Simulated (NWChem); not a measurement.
# CH4Te; SMILES C[TeH]

Program: NWChem. The geometry was optimised at PBE0/def2-SVP. No frequency run checked for a minimum. def2 effective core potentials on Te; no spin-orbit coupling. Ions are spin-unrestricted doublets at the neutral geometry; other ion states weren't tried.

Estimate the computed values for PBE/def2-SVP. Quantities: vertical ionisation energy, ΔSCF (eV); −ε(HOMO) (eV).


| Property | Result |
|---|---|
| vertical ionisation energy, ΔSCF (eV) | 8.24 |
| −ε(HOMO) (eV) | 4.88 |
